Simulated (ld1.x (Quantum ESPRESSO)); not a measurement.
## What one change does to a pseudopotential (Ho, TM)

Ho, norm-conserving Troullier–Martins (Kleinman–Bylander form), made with ld1.x (Quantum ESPRESSO) 7.5 (Wu–Cohen, scalar-relativistic). Core [Xe], reference 4f10 5d1 6s2 6p0. Waves: 6s (bound): rc 2.40 bohr; 6p (bound, empty): rc 3.00 bohr; 5d (bound): rc 2.50 bohr; 4f (bound): rc 1.20 bohr. Local part: all-electron potential smoothed inside 1.10 bohr (lloc = -1). Core correction: none.

Change: core correction a·sin(br)/r model core inside 1.36 bohr.

Cutoffs: the cutoffs (Ry, on a coarse ladder) from which the occupation-weighted sum of valence levels, in a spherical-Bessel basis at the reference potential, stays within 10 and 1 mRy of its value at 400 Ry; they do not see the model core or the augmentation charge, which bear on the density cutoff. Errors are all-electron minus pseudo energies relative to the spin-unpolarised reference configuration.

Question: What does the change do?

Answer: Both files keep a bound ghost (p, s); of the 7 tests that both files solve, the error grows in 3 and shrinks in 0 by more than 15 % and 0.3 meV (median size 330.4 → 606.9 meV). A model core, the more so a compact one, raises the density cutoff, which this test does not measure.

```csv
quantity,base,changed
"cutoff, loose",300 Ry,300 Ry
"cutoff, tight",over 300 Ry,over 300 Ry
bound ghosts,"s, p","s, p"
"error for 4f11 5d0 6s2 6p0, meV [ΔE -4.60 eV]",-560,-625
"error for 4f11 5d0 6s1 6p0, meV [ΔE 1.70 eV]",-549,-616
"error for 4f11 5d0 6s0 6p0, meV [ΔE 13.34 eV]",-300,-607
"error for 4f10 5d0 6s0 6p0, meV [ΔE 39.35 eV]",+305,-333
"error for 4f11 5d1 6s1 6p0, meV [ΔE -1.80 eV]",-667,-723
"error for 4f10 5d0 6s2 6p0, meV [ΔE 5.78 eV]",+40,-67
"error for 4f11 5d0 6s0 6p2, meV [ΔE 1.04 eV]",-330,-510
s: phases at 3.24 bohr within 0.05 rad from the reference energy up to (Ry; the scan ends near 5),2.7,2.7
p: phases at 3.24 bohr within 0.05 rad from the reference energy up to (Ry; the scan ends near 5),0.1,0.1
d: phases at 3.24 bohr within 0.05 rad from the reference energy up to (Ry; the scan ends near 5),1.7,1.7
f: phases at 3.24 bohr within 0.05 rad from the reference energy up to (Ry; the scan ends near 5),n/a,n/a
```

Base: These tests converged, but a pseudo level misses the all-electron one widely, so the file describes the atom poorly there or has found another state: 4f11 5d0 6s2 6p0: 4f by 1.1 eV. Changed file: These tests converged, but a pseudo level misses the all-electron one widely, so the file describes the atom poorly there or has found another state: 4f11 5d0 6s2 6p0: 4f by 1.1 eV. A true bound ghost makes a file unfit for plane-wave use even where its test errors are small: the radial tests pick states by their node count and pass the ghost by.
